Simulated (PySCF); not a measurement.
C₄H₅NS, SMILES Cc1cscn1. Coordinates come from a PBE0-D3(BJ)/def2-SVP optimisation.

**Question.** Give the equilibrium geometry at PBE0-D3(BJ)/def2-SVP (PySCF confirms it by a frequency run) as Cartesian coordinates in Å, and its point group. (Estimate from the structure and the level; the computed values follow.)

**Answer.** point group Cs.
```xyz
11

C     -0.1723     2.4343     0.0000
C     -0.0331     0.9493     0.0000
C     -1.0632     0.0418     0.0000
S     -0.4464    -1.5609     0.0000
C      1.1537    -0.9060     0.0000
N      1.2182     0.3876     0.0000
H     -1.2268     2.7399     0.0000
H      0.3196     2.8657    -0.8853
H      0.3196     2.8657     0.8853
H     -2.1337     0.2388     0.0000
H      2.0249    -1.5655     0.0000
```
